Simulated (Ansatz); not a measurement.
`C[O][Mo]([OH])([OH])([F])([F])[O]C` and `C[O][Mo]([OH])([F])([F])([F])[O]C` differ in one atom or group.

Ansatz, PBE0-D4/def2-TZVP geometries, multiplicity 1. Each molecule was computed in one conformer, which needn't be the lowest.

Elements past krypton have def2 core potentials.

| property | `C[O][Mo]([OH])([OH])([F])([F])[O]C` |
| --- | --- |
| LUMO energy (PBE0/def2-TZVPP) / eV | -3.10 |
| size of the dipole moment (ωB97M-V/def2-TZVPP) / D | 4.34 |
| HOMO energy (B3LYP/def2-TZVPP) / eV | -8.43 |
| LUMO energy (ωB97M-V/def2-TZVPP) / eV | -1.09 |
| HOMO–LUMO gap (PBE0/def2-TZVPP) / eV | 5.55 |
| HOMO–LUMO gap (ωB97M-V/def2-TZVPP) / eV | 9.90 |

(1) What does the change do to each property? (Estimate.)

Results:

(1) The calculation gave: 
| property | `C[O][Mo]([OH])([F])([F])([F])[O]C` | shift |
| --- | --- | --- |
| LUMO energy (PBE0/def2-TZVPP) / eV | -3.39 | -0.29 |
| size of the dipole moment (ωB97M-V/def2-TZVPP) / D | 3.68 | -0.66 |
| HOMO energy (B3LYP/def2-TZVPP) / eV | -8.91 | -0.48 |
| LUMO energy (ωB97M-V/def2-TZVPP) / eV | -1.35 | -0.26 |
| HOMO–LUMO gap (PBE0/def2-TZVPP) / eV | 5.75 | 0.20 |
| HOMO–LUMO gap (ωB97M-V/def2-TZVPP) / eV | 10.13 | 0.23 |

With PBE0 the HOMO falls by 0.48 eV and the LUMO falls by 0.29 eV, so the gap widens by about 0.19 eV. PBE moves the HOMO by -0.46 eV and ωB97M-V by -0.47 eV. Dipoles are sizes alone; their direction can turn.

B3LYP here is the variant with VWN-RPA as its local correlation; programs differ in this.
